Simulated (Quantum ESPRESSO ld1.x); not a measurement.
The numbers below are computed, except where a source is named.
These are the eigenvalues of the occupied orbitals of an atom or ion with whole-number occupations (eV). Code: ld1.x of Quantum ESPRESSO 7.5. Model: Dirac Kohn-Sham, BLYP, spin-unpolarised, spherical densities, point nucleus.

| orbital | eigenvalue |
|---|---|
| 1s1/2 | -43368.359 |
| 2s1/2 | -7010.962 |
| 2p1/2 | -6632.873 |
| 2p3/2 | -6112.580 |
| 3s1/2 | -1520.367 |
| 3p1/2 | -1358.943 |
| 3p3/2 | -1255.103 |
| 3d3/2 | -973.982 |
| 3d5/2 | -951.533 |
| 4s1/2 | -301.843 |
| 4p1/2 | -240.955 |
| 4p3/2 | -218.411 |
| 4d3/2 | -118.383 |
| 4d5/2 | -114.403 |
| 5s1/2 | -40.100 |
| 5p1/2 | -23.893 |
| 5p3/2 | -20.868 |
| 6s1/2 | -3.357 |
| 4f5/2 | -1.612 |

Which element is it, and in what charge state? The configuration may be excited. Open shells, if any, fill j = l - 1/2 first.

Answer. Z = 60, neodymium, charge 0: Nd in [Xe] 4f4 6s2. The list shows which subshells hold electrons but not how many an open one holds; the 1s level, -1593.8 hartree, gives Z - s = 56.5 by -(Z - s)^2/2, which with screening and relativity narrows Z to a few neighbours, and the depths of the outer levels then fix element, charge and occupations together.
